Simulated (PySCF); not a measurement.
**Exercise with solution: chemical shift, span and skew from a shielding tensor**

C₄H₅BO, SMILES C#CB1COC1. Atoms are numbered in the order given.

```xyz
11

C      0.0000     0.0000     2.8922
C      0.0000     0.0000     1.6727
B      0.0000     0.0000     0.1662
C      0.0000    -1.0571    -1.0053
O      0.0000     0.0000    -1.9730
C      0.0000     1.0571    -1.0053
H      0.0000     0.0000     3.9681
H     -0.8916    -1.7093    -1.0852
H      0.8916    -1.7093    -1.0852
H      0.8916     1.7093    -1.0852
H     -0.8916     1.7093    -1.0852
```

Geometry: PBE0-D3(BJ)/def2-SVP. This is a generated structure with no PubChem entry under its InChIKey; it may be hypothetical.

GIAO shieldings from PySCF with PBE/pcSseg-1, non-relativistic, no solvent. The symmetric part of the tensor of C1 has the principal values 2.9, 20.7, 114.0 ppm. The same nucleus in TMS has σ = 182.0 ppm at this level (PySCF, at its B3LYP-D3(BJ)/def2-TZVP geometry).

### Question
Work out the isotropic shielding, the ¹³C shift against TMS, the span and the skew.

### Answer

σ(iso) = (σ11 + σ22 + σ33)/3 = 45.9 ppm. δ = σ(ref) − σ(iso) = 182.0 − (45.9) = 136.1 ppm.
Span Ω = σ33 − σ11 = 111.1 ppm. Skew κ = 3(σ(iso) − σ22)/Ω = 0.68. Tumbling in solution averages the tensor to δ; in a static solid the shielding alone would spread this spin-1/2 line over Ω.
